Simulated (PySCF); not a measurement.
## How methods differ on the ionisation energy of Au

Au [Xe] 4f14 5d10 6s1 (2S) → Au⁺ [Xe] 4f14 5d10 (1S), as a difference of total energies. Computed with PySCF 2.14 in def2-QZVPPD with the def2 core potential (60 electrons) (7s5p4d4f2g, 88 functions), with a scalar-relativistic core potential. Correlated levels: valence: 5s2 5p6 frozen. The calculations carry no spin-orbit coupling.

```
           method  ionisation energy (eV)  error (eV)
              UHF                   7.686      -1.540
    MP2 (valence)                   9.136      -0.090
SCS-MP2 (valence)                   8.941      -0.285
   CCSD (valence)                   8.882      -0.344
CCSD(T) (valence)                   8.993      -0.233
```

Reference: 9.226 eV (measured; NIST Atomic Spectra Database, ionization energies).

Errors of the correlated levels include the incompleteness of this basis and the frozen core.
